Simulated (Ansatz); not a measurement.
Consider the formal hydrolysis of a C–Si bond: `OC#CC[SiH3]` + H₂O → `OC#CCO` + SiH₄.

Isolated molecules relaxed with PBE0-D4/def2-TZVP in Ansatz; ΔE leaves out vibrations. CBS: MP2 limit from def2 TZ/QZ plus the TZ coupled-cluster correction, frozen cores. This one scheme is used for every species. Functionals use def2-TZVPP. B3LYP here is the variant with VWN-RPA as its local correlation; programs differ in this. HSE06 is defined as in plane-wave codes. One conformer a species, not always the lowest.

```tsv
level	ΔE (kcal/mol)
BLYP-D4	18.3
B3LYP-D4	19.0
HSE06-D4	20.3
PBE	18.6
PBE0	19.5
CCSD/def2-SVP	15.2
MP2/def2-TZVPP	22.4
CCSD/CBS(def2)	21.5
```

What does CCSD(T)/CBS give? (Best estimate.)

The calculation gave: +21.8 kcal/mol. The listed levels differ from it by -3.5, -2.8, -1.5, -3.2, -2.3, -6.6, 0.6, -0.3 kcal/mol.

Largest T1 diagnostic among the species: 0.012.

From BLYP to BHLYP (50 % exact exchange), in def2-TZVPP and without D4, ΔE moves by +1.4 kcal/mol. The D4 term adds +1.5 kcal/mol with B3LYP and +0.8 kcal/mol with PBE0; it sums over pairs of atoms, weighted by their polarisabilities, and B3LYP, whose exchange is more repulsive, gets the larger term. In def2-TZVPP, CCSD(T) changes the Hartree–Fock value by +3.6 kcal/mol (the triples alone add +0.2 kcal/mol) and MP2 by +5.9 kcal/mol.
